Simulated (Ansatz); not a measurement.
Gas-phase electronic energies from Ansatz, PBE0-D4/def2-TZVP geometries. CCSD(T)/CBS is the MP2 limit (def2-TZVPP, def2-QZVPP) plus CCSD(T) − MP2 in def2-TZVPP, frozen cores. This one scheme is used for every species. DFT in def2-TZVPP. Each species was taken in one conformer, which may not be the lowest.

Consider the cleavage of the Si–P bond: `N[SiH2]P` + `N=C(F)S` → `N=C(F)S[SiH2]N` + PH₃.

`N[SiH2]P`:

Z-matrix (Å, degrees):
```
Si
P 1 2.257
N 1 1.718 2 108.0
H 1 1.494 2 110.1 3 -126.2
H 1 1.487 2 109.1 3 115.8
H 2 1.424 1 92.6 3 68.3
H 2 1.423 1 93.3 3 161.0
H 3 1.007 1 119.9 2 149.4
H 3 1.007 1 121.1 2 -63.7
```

`N=C(F)S`:

Z-matrix (Å, degrees):
```
C
F 1 1.332
S 1 1.764 2 107.1
N 1 1.243 2 119.1 3 180.0
H 3 1.341 1 95.2 2 180.0
H 4 1.013 1 113.4 2 -180.0
```

`N=C(F)S[SiH2]N`:

```xyz
11

N     0.855   -1.760   -2.521
C     0.406   -0.952   -1.689
F    -0.398    0.089   -2.028
S     0.735   -1.028    0.024
Si   -0.378    0.697    0.753
N    -0.170    0.794    2.442
H     0.548   -1.545   -3.467
H    -1.813    0.500    0.454
H     0.174    1.918    0.126
H    -0.653    0.166    3.063
H     0.694    1.121    2.842
```

PH₃:

Z-matrix (Å, degrees):
```
P
H 1 1.420
H 1 1.420 2 93.1
H 1 1.420 2 93.1 3 93.3
```

| level | ΔE (kJ/mol) | difference from CCSD(T)/CBS |
| --- | --- | --- |
| B2PLYP | -52.8 | -1.0 |
| PBE-QIDH | -50.4 | 1.4 |
| BHLYP | -52.7 | -0.9 |
| CAM-B3LYP | -52.6 | -0.8 |
| LC-ωPBE | -48.8 | 3.0 |
| MP2/def2-SVP | -62.0 | -10.2 |
| CCSD/def2-SVP | -59.1 | -7.3 |
| HF/def2-TZVPP | -54.1 | -2.3 |
| HF/def2-QZVPP | -53.5 | -1.7 |
| SCS-MP2/def2-QZVPP | -55.4 | -3.6 |
| CCSD(T)/CBS | -51.8 | 0 |

Largest T1 diagnostic among the species: 0.014.

At CCSD(T), def2-SVP lies −7.4 kJ/mol from the extrapolated value and def2-TZVPP −0.9 kJ/mol. From BLYP to BHLYP (50 % exact exchange), in def2-TZVPP and without D4, ΔE moves by −4.2 kJ/mol. Leaving LDA and LC-ωPBE aside and taking each functional with its dispersion term where it has one, the values, not all of them listed here, spread over 9.1 kJ/mol, from BHLYP-D4 to revPBE-D4.
